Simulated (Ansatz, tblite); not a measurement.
Isomers of Mg₃Te₃ (singlet), found by a short tight-binding search and relaxed with PBE0-D4/def2-SVP in Ansatz.

In the def2 sets Te takes a core potential; there is no spin–orbit coupling. The xTB rows come from tblite. LC-ωPBE has ω = 0.4 bohr⁻¹. Correlated methods freeze 15 core orbitals; core or outer-core shells of Mg, Te are correlated, in sets that lack core-valence functions.

Run but left out: HF/def2-SVP (A: restricted singlet, unstable towards broken spin symmetry).

A: The restricted singlet is unstable towards broken spin symmetry in Hartree–Fock (as tested in another run); at PBE-D4/def2-TZVP, r2SCAN-D4/def2-TZVP, r2SCANh-D4/def2-TZVP, PBE0-D4/def2-TZVP and others this wasn't settled. At CCSD(T)/def2-SVP the restricted singlet (for correlated methods, its reference) is unstable: a solution with broken spin symmetry lies lower.

Other spin states were run for one of them alone.

A:

Cartesian coordinates in Å:
```
Mg -1.347 0.412 -0.871
Mg 2.369 -0.723 -0.087
Mg 0.640 0.974 1.355
Te 0.054 -1.915 -1.490
Te -0.961 -1.565 1.103
Te -0.756 2.816 -0.010
```

B:

```xyz
6

Mg   -0.6410   -1.7845    0.5066
Mg   -0.2623    0.6589   -1.8300
Mg    0.9015    1.1213    1.3186
Te   -1.3894   -1.7047   -2.0078
Te    0.4080   -1.0016    2.7813
Te    0.9833    2.7106   -0.7688
```

Problem. Estimate which lies lowest at each level, and how far above it the others are (kcal/mol).

Solution. 
```
               level     A    B
            GFN1-xTB  10.1  0.0
            GFN2-xTB  16.5  0.0
    PBE-D4/def2-TZVP  40.3  0.0
 r2SCAN-D4/def2-TZVP  50.8  0.0
r2SCANh-D4/def2-TZVP  51.6  0.0
   PBE0-D4/def2-TZVP  45.8  0.0
   LC-ωPBE/def2-TZVP  54.8  0.0
        MP2/def2-SVP  57.5  0.0
       CCSD/def2-SVP  56.5  0.0
    CCSD(T)/def2-SVP  54.3  0.0
```
Point groups (tolerance 0.1 Å): A not assigned, B D3h. Lower isomers may exist.
